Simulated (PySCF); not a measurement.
Telling isomers of C6H6ClFO apart by NMR

- NMR shieldings at PBE0/pcSseg-1/GIAO
- coordinates at the GFN2-xTB level
- run in PySCF
- relativity neglected, gas phase, equivalent nuclei averaged, one conformer

Referencing at the same level of theory: TMS for ¹H (σ = 31.72 ppm) and ¹³C (σ = 186.93 ppm). Splittings of carbon signals by F and P are missing where no couplings were computed. Where no couplings were computed, multiplicities follow the n + 1 count of equivalent neighbours, and m marks all less simple cases (inequivalent or close neighbours, rings, F or P nearby). Shifts are as computed. Against solution values, carbons near 30 ppm lie about +3 ppm off and those near 130 ppm about +5 ppm; carbons on Cl a further +6 ppm. Of 1211 compounds with measured shifts, 218 miss one by over three times the rms of a fit or turn the order of signals round; such compounds aren't used in these exercises. Carbons bonded to Cl come out too deshielded.

(1) Tabulate the signals of `C/C=C(C=O)/C(Cl)=C/F`, `C=C/C(F)=C(/C)C(=O)Cl`, `COC1=C(Cl)C(F)=CC1`, `C=C[C@@]1(F)C[C@@H]1C(=O)Cl` and their relative energies.

(2) What is the quickest way to tell C/C=C(C=O)/C(Cl)=C/F from C=C/C(F)=C(/C)C(=O)Cl?

(3) What is the quickest way to tell C/C=C(C=O)/C(Cl)=C/F from COC1=C(Cl)C(F)=CC1?

(4) What is the quickest way to tell COC1=C(Cl)C(F)=CC1 from C=C[C@@]1(F)C[C@@H]1C(=O)Cl?

Answers

(1) 
```tsv
SMILES	carbon types	δC	δH	E rel. (kcal/mol)
C/C=C(C=O)/C(Cl)=C/F	2×C 3×CH 1×CH3	189.4, 163.1, 161.1, 135.6, 124.2, 16.2	10.43 (s, 1H), 9.11 (m, 1H), 7.78 (q, 1H), 2.48 (d, 3H)	17.8
C=C/C(F)=C(/C)C(=O)Cl	3×C 1×CH 1×CH2 1×CH3	178.7, 177.6, 136.9, 135.5, 117.6, 17.8	8.16 (m, 1H), 6.58 (m, 1H), 6.25 (m, 1H), 2.29 (s, 3H)	0.0
COC1=C(Cl)C(F)=CC1	3×C 1×CH 1×CH2 1×CH3	168.6, 167.1, 105.0, 95.3, 60.0, 37.7	5.08 (m, 1H), 4.36 (s, 3H), 2.93 (m, 2H)	17.1
C=C[C@@]1(F)C[C@@H]1C(=O)Cl	2×C 2×CH 2×CH2	177.2, 142.4, 124.5, 88.1, 40.6, 25.9	6.14 (m, 1H), 5.87 (m, 1H), 5.47 (m, 1H), 2.32 (m, 1H), 2.29 (m, 1H), 1.22 (m, 1H)	11.1
```

Energies are electronic energies at PBE0/pcSseg-1 on these geometries, without zero-point or thermal terms, each for the one conformer computed, which needn't be the lowest.

(2) Both give the same number of carbon signals, but DEPT or the intensities differ. The first has an aldehyde carbonyl carbon (CH) at 189.4 ppm, the second a terminal =CH2 carbon at 136.9 ppm. Their most deshielded carbons lie at 189.4 and 178.7 ppm. In the proton spectra the most deshielded non-exchanging signals are 10.43 (s, 1H) and 8.16 (m, 1H).

(3) Both give the same number of carbon signals, but DEPT or the intensities differ. The first has an aldehyde carbonyl carbon (CH) at 189.4 ppm, the second an alkene CH at 95.3 ppm. Their most deshielded carbons lie at 189.4 and 168.6 ppm. In the proton spectra the most deshielded non-exchanging signals are 10.43 (s, 1H) and 5.08 (m, 1H).

(4) Both give the same number of carbon signals, but DEPT or the intensities differ. The first has a methyl carbon bonded to O (CH3) at 60.0 ppm, the second a terminal =CH2 carbon at 124.5 ppm. Their most deshielded carbons lie at 168.6 and 177.2 ppm. In the proton spectra the most deshielded non-exchanging signals are 5.08 (m, 1H) and 6.14 (m, 1H).
